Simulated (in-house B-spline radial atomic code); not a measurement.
Radial electron density of Ge⁺, [Ar] 3d10 4s2 4p1. Computed with a B-spline radial code for spherical atoms: non-relativistic TPSSh, spin-polarised, spherical fractional occupations, exact exchange averaged over the configuration, point nucleus.

Columns: r (bohr), 4πr²n(r) (electrons per bohr), bar.

```
 0.00212     1.11 #
  0.0026    1.618 ##
 0.00318    2.333 ##
  0.0039    3.351 ###
 0.00478    4.758 #####
 0.00586    6.674 ######
 0.00718     9.21 #########
  0.0088    12.48 ############
  0.0108    16.54 ################
  0.0132    21.21 #####################
  0.0162    26.42 ##########################
  0.0198    31.47 ##############################
  0.0243     35.8 ###################################
  0.0298    38.43 #####################################
  0.0365    38.75 #####################################
  0.0448    36.79 ####################################
  0.0549     33.7 #################################
  0.0673    31.57 ###############################
  0.0824    32.51 ###############################
   0.101    37.03 ####################################
   0.124    42.86 #########################################
   0.152    45.48 ############################################
   0.186    41.79 ########################################
   0.228    33.05 ################################
   0.279    25.05 ########################
   0.342     22.9 ######################
    0.42    26.14 #########################
   0.514    28.77 ############################
    0.63    26.12 #########################
   0.772    18.96 ##################
   0.947    11.28 ###########
    1.16     6.03 ######
    1.42    3.447 ###
    1.74    2.362 ##
    2.14      1.7 ##
    2.62    1.078 #
    3.21   0.5338 #
    3.93   0.1978 
    4.82  0.05366 
     5.9  0.01026 
    7.24 0.001225 
    8.87 8.433e-05
```

On this grid the curve has 3 maxima, near 0.0365, 0.152, 0.514 bohr.

The 4s up radial function P(r) = rR(r), positive near the nucleus:

```tsv
r (bohr)	P
0.000625	0.007627
0.000939	0.01134
0.00141	0.01678
0.00212	0.02465
0.00318	0.03571
0.00478	0.05091
0.00718	0.07053
0.0108	0.09357
0.0162	0.1153
0.0243	0.1253
0.0365	0.1052
0.0549	0.03358
0.0824	-0.08918
0.124	-0.2028
0.186	-0.1738
0.279	0.07064
0.42	0.3342
0.63	0.2323
0.947	-0.2615
1.42	-0.7059
2.14	-0.7181
3.21	-0.3724
4.82	-0.08689
7.24	-0.007097
```
